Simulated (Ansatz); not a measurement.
A short molecular-dynamics run on `OB1N[SiH2]1`.

```yaml
crystal:
  periodic: [false, false, false]
  atoms:
    - {symbol: O, position_ang: [0.885740, 1.819277, 0.641597]}
    - {symbol: B, position_ang: [0.390488, 0.624274, 0.253888]}
    - {symbol: N, position_ang: [-0.746869, 0.096627, -0.355293]}
    - {symbol: Si, position_ang: [0.303349, -1.276184, -0.028882]}
    - {symbol: H, position_ang: [0.299726, 2.559299, 0.456021]}
    - {symbol: H, position_ang: [-1.630762, 0.394726, -0.738904]}
    - {symbol: H, position_ang: [-0.221000, -2.275102, 0.940761]}
    - {symbol: H, position_ang: [0.811528, -2.000117, -1.224990]}
basis:
  gaussian: {orbitals: def2-SVP}
hamiltonian: {xc: {name: r2SCAN}}
md: {timestep: 1 fs, n_steps: 50, ensemble: nve, temperature: 300, initial_velocities: maxwell_boltzmann, seed: 447}
```

```sh
$ ansatz run in.yaml --threads 2 --pin off --events-out ev --progress --plain --max-ram 4352MiB
```

```tsv
step	time (fs)	potential energy (eV)	kinetic (eV)	T (K)	conserved (eV)
0	0.0	-12148.5694	0.2327	300	-12148.3368
1	1.0	-12148.5476	0.2135	275	-12148.3341
2	2.0	-12148.5199	0.1881	243	-12148.3318
3	3.0	-12148.5187	0.1850	239	-12148.3337
4	4.0	-12148.5194	0.1840	237	-12148.3354
5	5.0	-12148.4967	0.1623	209	-12148.3344
6	6.0	-12148.4644	0.1321	170	-12148.3323
7	7.0	-12148.4522	0.1203	155	-12148.3320
8	8.0	-12148.4647	0.1304	168	-12148.3343
9	9.0	-12148.4687	0.1328	171	-12148.3359
10	10.0	-12148.4432	0.1097	141	-12148.3335
11	11.0	-12148.4233	0.0925	119	-12148.3308
12	12.0	-12148.4455	0.1123	145	-12148.3332
13	13.0	-12148.4769	0.1407	181	-12148.3362
14	14.0	-12148.4737	0.1385	179	-12148.3353
15	15.0	-12148.4476	0.1150	148	-12148.3326
16	16.0	-12148.4367	0.1046	135	-12148.3321
17	17.0	-12148.4498	0.1158	149	-12148.3340
18	18.0	-12148.4594	0.1240	160	-12148.3355
19	19.0	-12148.4443	0.1102	142	-12148.3342
20	20.0	-12148.4247	0.0930	120	-12148.3317
21	21.0	-12148.4333	0.1001	129	-12148.3332
22	22.0	-12148.4492	0.1131	146	-12148.3361
23	23.0	-12148.4326	0.0976	126	-12148.3350
24	24.0	-12148.3963	0.0641	83	-12148.3323
25	25.0	-12148.3801	0.0484	62	-12148.3316
26	26.0	-12148.3942	0.0611	79	-12148.3331
27	27.0	-12148.4168	0.0821	106	-12148.3348
28	28.0	-12148.4244	0.0898	116	-12148.3346
29	29.0	-12148.4221	0.0897	116	-12148.3324
30	30.0	-12148.4395	0.1067	138	-12148.3329
31	31.0	-12148.4695	0.1337	172	-12148.3358
32	32.0	-12148.4727	0.1373	177	-12148.3354
33	33.0	-12148.4517	0.1185	153	-12148.3332
34	34.0	-12148.4384	0.1059	137	-12148.3325
35	35.0	-12148.4440	0.1106	143	-12148.3334
36	36.0	-12148.4550	0.1201	155	-12148.3349
37	37.0	-12148.4488	0.1134	146	-12148.3354
38	38.0	-12148.4206	0.0874	113	-12148.3332
39	39.0	-12148.4023	0.0706	91	-12148.3318
40	40.0	-12148.4131	0.0792	102	-12148.3339
41	41.0	-12148.4255	0.0909	117	-12148.3347
42	42.0	-12148.4255	0.0919	118	-12148.3336
43	43.0	-12148.4258	0.0930	120	-12148.3329
44	44.0	-12148.4381	0.1051	136	-12148.3330
45	45.0	-12148.4600	0.1256	162	-12148.3343
46	46.0	-12148.4722	0.1368	176	-12148.3354
47	47.0	-12148.4618	0.1280	165	-12148.3338
48	48.0	-12148.4523	0.1205	155	-12148.3318
49	49.0	-12148.4704	0.1370	177	-12148.3334
50	50.0	-12148.4958	0.1606	207	-12148.3352
```

Velocities are drawn at the set temperature; a run this short doesn't reach equilibrium.

Frames (Å, forces in eV/Å):

```xyz
8
time=0.0 fs
O     0.886    1.819    0.642    0.237   -0.134    0.096
B     0.390    0.624    0.254    0.111    0.213    0.080
N    -0.747    0.097   -0.355   -0.107    0.232   -0.022
Si    0.303   -1.276   -0.029    0.309   -0.394    0.097
H     0.300    2.559    0.456   -0.186    0.174   -0.067
H    -1.631    0.395   -0.739   -0.354    0.102   -0.156
H    -0.221   -2.275    0.941   -0.056   -0.110    0.092
H     0.812   -2.000   -1.225    0.046   -0.083   -0.121
8
time=2.0 fs
O     0.888    1.819    0.639   -0.107    1.087    0.044
B     0.391    0.633    0.268   -0.584   -0.480   -0.357
N    -0.758    0.104   -0.354    1.638   -0.383    0.754
Si    0.304   -1.282   -0.029    0.429    0.281   -0.370
H     0.324    2.596    0.425    0.375   -0.730    0.145
H    -1.614    0.349   -0.770   -1.458    0.548   -0.672
H    -0.206   -2.294    0.891   -0.279   -0.406    0.477
H     0.838   -2.011   -1.225   -0.012    0.084   -0.022
8
time=4.0 fs
O     0.890    1.822    0.636    0.224    1.095    0.186
B     0.389    0.640    0.280   -0.968   -0.895   -0.621
N    -0.764    0.110   -0.351    0.420   -0.261    0.080
Si    0.306   -1.287   -0.030    0.396    0.532   -0.478
H     0.360    2.608    0.398    0.164   -0.548    0.100
H    -1.645    0.321   -0.822    0.148    0.232    0.144
H    -0.201   -2.328    0.858   -0.316   -0.374    0.522
H     0.863   -2.018   -1.226   -0.069    0.220    0.067
8
time=6.0 fs
O     0.893    1.826    0.634    0.870    0.017    0.497
B     0.384    0.644    0.291   -1.032   -0.961   -0.699
N    -0.770    0.115   -0.348   -0.594   -0.296   -0.595
Si    0.308   -1.291   -0.031    0.163    0.391   -0.184
H     0.402    2.600    0.375   -0.514    0.470   -0.212
H    -1.672    0.303   -0.869    1.368    0.074    0.873
H    -0.208   -2.376    0.844   -0.161    0.024    0.237
H     0.886   -2.017   -1.225   -0.098    0.280    0.083
8
time=8.0 fs
O     0.898    1.831    0.633    0.698   -0.218    0.420
B     0.375    0.645    0.299   -0.909   -0.762   -0.666
N    -0.777    0.119   -0.347    0.063   -0.609   -0.318
Si    0.310   -1.295   -0.032   -0.124    0.203    0.246
H     0.425    2.608    0.344   -0.484    0.410   -0.201
H    -1.650    0.289   -0.886    0.818    0.249    0.605
H    -0.221   -2.422    0.840    0.028    0.471   -0.092
H     0.906   -2.006   -1.221   -0.089    0.257    0.007
8
time=10.0 fs
O     0.904    1.836    0.632   -0.115    0.375   -0.090
B     0.363    0.642    0.304   -0.623   -0.372   -0.538
N    -0.783    0.122   -0.346    1.878   -1.051    0.778
Si    0.313   -1.298   -0.034   -0.337    0.185    0.571
H     0.432    2.629    0.307    0.114   -0.621    0.205
H    -1.602    0.284   -0.882   -1.002    0.608   -0.535
H    -0.233   -2.451    0.832    0.132    0.702   -0.266
H     0.922   -1.985   -1.216   -0.047    0.173   -0.125
8
time=12.0 fs
O     0.910    1.841    0.632   -0.478    0.036   -0.320
B     0.349    0.639    0.308   -0.084    0.151   -0.261
N    -0.785    0.122   -0.343    1.710   -1.118    0.696
Si    0.314   -1.301   -0.034   -0.390    0.356    0.649
H     0.442    2.629    0.277    0.204   -0.735    0.304
H    -1.586    0.303   -0.895   -1.073    0.602   -0.606
H    -0.241   -2.453    0.815    0.114    0.629   -0.232
H     0.936   -1.957   -1.217   -0.003    0.079   -0.229
8
time=14.0 fs
O     0.915    1.847    0.631   -0.253   -1.259   -0.062
B     0.334    0.636    0.311    0.594    0.637    0.098
N    -0.782    0.119   -0.339   -0.437   -0.668   -0.735
Si    0.315   -1.304   -0.034   -0.243    0.697    0.408
H     0.457    2.604    0.257   -0.294    0.224   -0.082
H    -1.607    0.342   -0.928    0.663    0.094    0.600
H    -0.244   -2.433    0.789   -0.030    0.257   -0.004
H     0.950   -1.926   -1.226    0.000    0.019   -0.222
8
time=16.0 fs
O     0.920    1.849    0.630   -0.264   -1.820    0.027
B     0.322    0.636    0.314    1.068    0.831    0.343
N    -0.781    0.114   -0.336   -1.263   -0.277   -1.269
Si    0.316   -1.306   -0.033    0.040    1.135   -0.051
H     0.463    2.585    0.235   -0.472    0.642   -0.252
H    -1.606    0.386   -0.941    1.189   -0.241    0.985
H    -0.249   -2.403    0.763   -0.242   -0.267    0.308
H     0.964   -1.895   -1.243   -0.055   -0.003   -0.091
8
time=18.0 fs
O     0.923    1.847    0.628   -0.919   -0.914   -0.494
B     0.313    0.638    0.318    1.174    0.629    0.375
N    -0.782    0.108   -0.337   -0.231   -0.234   -0.467
Si    0.317   -1.306   -0.032    0.240    1.393   -0.388
H     0.452    2.588    0.205    0.111   -0.198    0.254
H    -1.564    0.422   -0.918    0.108   -0.071    0.182
H    -0.262   -2.382    0.749   -0.348   -0.581    0.451
H     0.976   -1.863   -1.263   -0.137   -0.023    0.088
8
time=20.0 fs
O     0.925    1.843    0.626   -1.199   -0.288   -0.741
B     0.309    0.642    0.324    1.023    0.152    0.261
N    -0.784    0.101   -0.339    1.338   -0.416    0.745
Si    0.318   -1.304   -0.031    0.149    1.215   -0.329
H     0.445    2.585    0.183    0.421   -0.576    0.535
H    -1.519    0.456   -0.890   -1.352    0.410   -0.933
H    -0.289   -2.383    0.751   -0.193   -0.421    0.250
H     0.982   -1.833   -1.280   -0.187   -0.076    0.212
8
time=22.0 fs
O     0.923    1.838    0.622   -0.705   -0.608   -0.304
B     0.308    0.647    0.330    0.775   -0.407    0.097
N    -0.783    0.094   -0.339    0.608    0.410    0.277
Si    0.320   -1.301   -0.031   -0.136    0.745    0.013
H     0.452    2.562    0.181    0.040    0.130    0.171
H    -1.518    0.503   -0.893   -0.535   -0.106   -0.355
H    -0.322   -2.399    0.762    0.122    0.002   -0.121
H     0.982   -1.805   -1.290   -0.169   -0.167    0.223
8
time=24.0 fs
O     0.920    1.832    0.617   -0.071   -0.901    0.231
B     0.309    0.651    0.337    0.430   -0.929   -0.121
N    -0.780    0.088   -0.338   -0.601    1.507   -0.543
Si    0.321   -1.297   -0.031   -0.414    0.333    0.354
H     0.461    2.545    0.185   -0.398    0.863   -0.249
H    -1.538    0.545   -0.909    0.760   -0.936    0.585
H    -0.351   -2.415    0.769    0.381    0.333   -0.386
H     0.975   -1.784   -1.291   -0.087   -0.270    0.129
8
time=26.0 fs
O     0.917    1.824    0.613   -0.183    0.145    0.027
B     0.313    0.651    0.344    0.042   -1.312   -0.367
N    -0.779    0.085   -0.339   -0.464    1.673   -0.385
Si    0.322   -1.292   -0.031   -0.565    0.167    0.511
H     0.456    2.556    0.182   -0.033    0.204    0.105
H    -1.532    0.554   -0.904    0.725   -0.957    0.538
H    -0.365   -2.419    0.761    0.466    0.418   -0.429
H     0.965   -1.773   -1.287    0.012   -0.338    0.000
8
time=28.0 fs
O     0.913    1.816    0.608   -0.360    1.175   -0.217
B     0.316    0.646    0.349   -0.231   -1.407   -0.546
N    -0.778    0.088   -0.341    0.939    0.815    0.678
Si    0.322   -1.287   -0.029   -0.516    0.224    0.383
H     0.450    2.575    0.182    0.362   -0.599    0.486
H    -1.501    0.528   -0.882   -0.622   -0.112   -0.472
H    -0.363   -2.408    0.738    0.354    0.235   -0.243
H     0.955   -1.775   -1.283    0.074   -0.332   -0.069
8
time=30.0 fs
O     0.909    1.811    0.604    0.005    0.861    0.104
B     0.319    0.637    0.352   -0.234   -1.052   -0.563
N    -0.775    0.092   -0.341    1.576    0.168    1.171
Si    0.321   -1.281   -0.028   -0.239    0.335   -0.026
H     0.457    2.574    0.200    0.096   -0.300    0.244
H    -1.493    0.497   -0.877   -1.368    0.392   -1.017
H    -0.347   -2.389    0.706    0.084   -0.164    0.112
H     0.948   -1.790   -1.281    0.081   -0.240   -0.026
8
time=32.0 fs
O     0.905    1.807    0.599    0.612   -0.287    0.663
B     0.321    0.624    0.353    0.049   -0.247   -0.401
N    -0.769    0.097   -0.338   -0.267    0.563   -0.150
Si    0.320   -1.276   -0.026    0.110    0.255   -0.498
H     0.466    2.564    0.226   -0.510    0.613   -0.280
H    -1.531    0.478   -0.906    0.140   -0.258    0.122
H    -0.328   -2.375    0.678   -0.184   -0.544    0.457
H     0.944   -1.813   -1.281    0.050   -0.094    0.087
8
time=34.0 fs
O     0.902    1.803    0.596    0.511   -0.253    0.594
B     0.323    0.610    0.353    0.394    0.690   -0.180
N    -0.763    0.104   -0.335   -1.676    0.486   -1.162
Si    0.319   -1.270   -0.025    0.228   -0.214   -0.696
H     0.457    2.573    0.243   -0.407    0.283   -0.180
H    -1.565    0.450   -0.931    1.171   -0.515    0.906
H    -0.315   -2.382    0.667   -0.234   -0.534    0.541
H     0.942   -1.840   -1.277    0.013    0.056    0.177
8
time=36.0 fs
O     0.900    1.799    0.595    0.005    0.587    0.225
B     0.327    0.599    0.352    0.562    1.350   -0.051
N    -0.761    0.111   -0.335   -1.276   -0.226   -0.888
Si    0.318   -1.264   -0.025    0.066   -0.953   -0.512
H     0.435    2.592    0.255    0.128   -0.745    0.220
H    -1.559    0.404   -0.925    0.574   -0.080    0.488
H    -0.311   -2.408    0.676   -0.055   -0.095    0.340
H     0.941   -1.865   -1.266   -0.003    0.162    0.178
8
time=38.0 fs
O     0.898    1.796    0.594    0.039    0.534    0.281
B     0.332    0.592    0.351    0.496    1.565   -0.065
N    -0.762    0.119   -0.338    0.533   -1.059    0.377
Si    0.317   -1.259   -0.026   -0.177   -1.557   -0.143
H     0.415    2.584    0.273    0.124   -0.697    0.179
H    -1.534    0.356   -0.902   -1.188    0.612   -0.776
H    -0.309   -2.437    0.698    0.153    0.409    0.071
H     0.939   -1.884   -1.249    0.019    0.194    0.075
8
time=40.0 fs
O     0.896    1.794    0.594    0.653   -0.288    0.679
B     0.340    0.591    0.350    0.325    1.402   -0.154
N    -0.763    0.123   -0.340    0.442   -1.094    0.265
Si    0.317   -1.257   -0.027   -0.334   -1.773    0.191
H     0.399    2.553    0.297   -0.439    0.332   -0.204
H    -1.548    0.329   -0.905   -0.971    0.593   -0.595
H    -0.301   -2.451    0.723    0.249    0.675   -0.090
H     0.939   -1.896   -1.229    0.075    0.153   -0.092
8
time=42.0 fs
O     0.896    1.791    0.595    0.798   -0.062    0.745
B     0.348    0.594    0.348    0.040    0.905   -0.321
N    -0.762    0.124   -0.341   -1.154   -0.685   -0.877
Si    0.315   -1.257   -0.027   -0.353   -1.555    0.337
H     0.367    2.532    0.315   -0.471    0.513   -0.229
H    -1.596    0.324   -0.928    0.812    0.183    0.667
H    -0.284   -2.440    0.745    0.202    0.619   -0.087
H     0.941   -1.902   -1.213    0.127    0.082   -0.235
8
time=44.0 fs
O     0.898    1.789    0.598    0.149    1.312    0.424
B     0.357    0.601    0.345   -0.401    0.130   -0.591
N    -0.764    0.124   -0.344   -1.210   -0.481   -0.911
Si    0.314   -1.259   -0.027   -0.205   -0.973    0.204
H     0.320    2.528    0.324    0.308   -0.371    0.140
H    -1.617    0.327   -0.929    1.211    0.074    0.915
H    -0.260   -2.407    0.763    0.028    0.271    0.082
H     0.948   -1.905   -1.205    0.120    0.038   -0.264
8
time=46.0 fs
O     0.900    1.790    0.602   -0.144    1.826    0.321
B     0.364    0.609    0.340   -0.782   -0.664   -0.842
N    -0.770    0.122   -0.350    0.502   -0.556    0.240
Si    0.312   -1.262   -0.027    0.076   -0.255   -0.150
H     0.283    2.512    0.339    0.621   -0.505    0.244
H    -1.595    0.334   -0.897   -0.103    0.327    0.007
H    -0.234   -2.363    0.786   -0.199   -0.212    0.336
H     0.959   -1.906   -1.207    0.028    0.039   -0.155
8
time=48.0 fs
O     0.902    1.794    0.607    0.262    1.020    0.486
B     0.368    0.614    0.332   -0.840   -1.081   -0.906
N    -0.774    0.119   -0.355    2.050   -0.674    1.232
Si    0.310   -1.266   -0.027    0.299    0.193   -0.440
H     0.267    2.479    0.361    0.063    0.384   -0.001
H    -1.579    0.353   -0.865   -1.420    0.610   -0.841
H    -0.216   -2.327    0.820   -0.312   -0.499    0.449
H     0.971   -1.906   -1.215   -0.104    0.049    0.021
8
time=50.0 fs
O     0.904    1.802    0.613    0.424    0.157    0.487
B     0.369    0.615    0.320   -0.539   -0.897   -0.729
N    -0.773    0.113   -0.357    0.649   -0.073    0.382
Si    0.308   -1.270   -0.028    0.314    0.107   -0.362
H     0.255    2.460    0.384   -0.355    0.952   -0.145
H    -1.608    0.394   -0.861   -0.081    0.104   -0.013
H    -0.210   -2.309    0.872   -0.206   -0.371    0.224
H     0.979   -1.904   -1.222   -0.207    0.021    0.155
```

It took 100 s on 2 threads of an Arm Neoverse V1 on a shared host, with 0.15 GiB of host memory at the peak.
